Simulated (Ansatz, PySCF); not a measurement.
Hf(OH)3 (H3HfO3), SMILES [OH][Hf+]([OH])[OH], charge +1, multiplicity 1. Atoms are numbered in the order given.

```xyz
7

Hf     0.2830     0.5831     0.3841
O      1.6775    -0.2245    -0.5844
H      2.2170    -0.7869    -1.1538
O     -0.4621    -0.6613     1.5803
H     -0.8918    -1.4214     1.9916
O     -1.0416     1.1946    -0.8018
H     -1.7337     1.2752    -1.4697
```
Charge +1, spin multiplicity 1.

Geometry optimised at r2SCAN-D4/def2-SVP. The spin state was assumed, not searched. The isomer is the one that the SMILES or the coordinates give; other isomers of the formula were not compared. The def2 effective core potentials stand for the cores of Hf; spin–orbit coupling is left out. Other conformers were not sampled.

Two levels are set side by side: PBE-D3(BJ)/def2-SVP (Ansatz, a program for electronic structure) and r2SCAN-D4/def2-SVP (Ansatz). Each level has its own optimised geometry; the coordinates shown are those of the second. Frequencies come from the Hessian of PySCF at each geometry. Differences are taken from unrounded values.

```tsv
quantity	r2SCAN-D4	PBE-D3(BJ)	PBE-D3(BJ) minus r2SCAN-D4
mean bond length (Å)	1.423	1.429	0.006
bond Hf1–O2 (Å)	1.880	1.885	0.005
bond Hf1–O4 (Å)	1.880	1.885	0.005
bond Hf1–O6 (Å)	1.880	1.885	0.005
bond O2–H3 (Å)	0.965	0.973	0.008
bond O4–H5 (Å)	0.965	0.973	0.008
bond O6–H7 (Å)	0.965	0.973	0.008
highest harmonic wavenumber (cm⁻¹)	3898	3796	-102
mean harmonic wavenumber (cm⁻¹)	1147	1114	-33
zero-point energy (kcal/mol)	24.60	23.89	-0.71
```
